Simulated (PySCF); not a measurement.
Ge2 (SMILES [Ge]=[Ge]), triplet, geometry from GFN2-xTB; BLYP/STO-3G in PySCF.

Here is a job for PySCF.
```python
from pyscf import gto, scf, dft

mol = gto.Mole()
mol.atom = '''
    Ge   -0.00000000   -0.00000000   -1.16521925
    Ge    0.00000000    0.00000000    1.16521925
'''
mol.basis = 'sto-3g'
mol.spin = 2
mol.verbose = 3
mol.build()

mf = dft.ROKS(mol)
mf.xc = 'blyp'
mf.kernel()
mf.analyze()
```

Output, abridged:

```
SCF not converged.
SCF energy = -4105.75470450914
**** MO energy ****
                Roothaan           | alpha              | beta
MO #1   energy= -392.648098289574  | -392.646771619977  | -392.645965247102  occ= 2
MO #2   energy= -392.647162682848  | -392.650020771433  | -392.649214175842  occ= 2
MO #3   energy= -47.4284904994691  | -47.4301914531896  | -47.424891425271   occ= 2
MO #4   energy= -47.4270509771774  | -47.4313616309578  | -47.4260446369625  occ= 2
MO #5   energy= -43.2234378694169  | -43.2250982260428  | -43.2185122594744  occ= 2
MO #6   energy= -43.2225124833563  | -43.2283185585758  | -43.2216971288724  occ= 2
MO #7   energy= -43.2136388162848  | -43.212795575382   | -43.2094353392028  occ= 2
MO #8   energy= -43.2129054807222  | -43.2137880615797  | -43.2101428572275  occ= 2
MO #9   energy= -43.2127377034992  | -43.2161318271357  | -43.2127069751604  occ= 2
MO #10  energy= -43.211966320821   | -43.2168181317568  | -43.2131968722073  occ= 2
MO #11  energy= -5.29243091254432  | -5.29819911566946  | -5.28442887725809  occ= 2
MO #12  energy= -5.29168587999279  | -5.30021345295965  | -5.28635954636705  occ= 2
MO #13  energy= -3.57366065724175  | -3.58299242381583  | -3.56357749481248  occ= 2
MO #14  energy= -3.57258867848403  | -3.58385436332694  | -3.56431918884383  occ= 2
MO #15  energy= -3.55669302570357  | -3.56068024245244  | -3.54952248266705  occ= 2
MO #16  energy= -3.55527832614078  | -3.56066905422657  | -3.54944741637799  occ= 2
MO #17  energy= -3.55479594100273  | -3.56079978257168  | -3.54955196212633  occ= 2
MO #18  energy= -3.55334606348528  | -3.56071774724048  | -3.54946750505982  occ= 2
MO #19  energy= -0.395492809859478 | -0.407882109539643 | -0.382833142557186 occ= 2
MO #20  energy= -0.244157529366293 | -0.257290541990217 | -0.231302472400487 occ= 2
MO #21  energy= -0.116401403962744 | -0.128110015410211 | -0.105279135372533 occ= 2
MO #22  energy= -0.110929388471137 | -0.12347933321021  | -0.0993757128247566 occ= 2
MO #23  energy= -0.101818664475184 | -0.109036335731839 | -0.0937887426720762 occ= 2
MO #24  energy= -0.100422297860715 | -0.108446264081996 | -0.0934282288297271 occ= 2
MO #25  energy= -0.0969719297524179 | -0.104465738160908 | -0.0894164964607632 occ= 2
MO #26  energy= -0.0955257627883238 | -0.104057851031625 | -0.0891098974797635 occ= 2
MO #27  energy= -0.0829289616410872 | -0.0869735065666438 | -0.0758496503158564 occ= 2
MO #28  energy= -0.0829243778525773 | -0.0870763109184017 | -0.0759236664051754 occ= 2
MO #29  energy= -0.082249136248657 | -0.0894159430433078 | -0.0782255123864214 occ= 2
MO #30  energy= -0.0822444154505675 | -0.0895358465917052 | -0.0783224734075872 occ= 2
MO #31  energy= -0.0650032880413282 | -0.0840543545732491 | -0.0514748610936199 occ= 2
MO #32  energy= -0.0639053239159904 | -0.0732503419293181 | -0.0509590360296006 occ= 1
MO #33  energy= -0.0633172543395223 | -0.0742300847909186 | -0.0512418266466086 occ= 1
MO #34  energy= 0.0388055195002567 | 0.0244565199198776 | 0.0526219159125322 occ= 0
MO #35  energy= 0.0401921521309532 | 0.0286956911202621 | 0.0523845123942228 occ= 0
MO #36  energy= 0.249447213941102  | 0.237888950298977  | 0.26076390616818   occ= 0
 ** Mulliken atomic charges  **
charge of    0Ge =      0.00840
charge of    1Ge =     -0.00840
Dipole moment(X, Y, Z, Debye): -0.38270,  0.39342, -0.09877
```

Convergence was not reached.
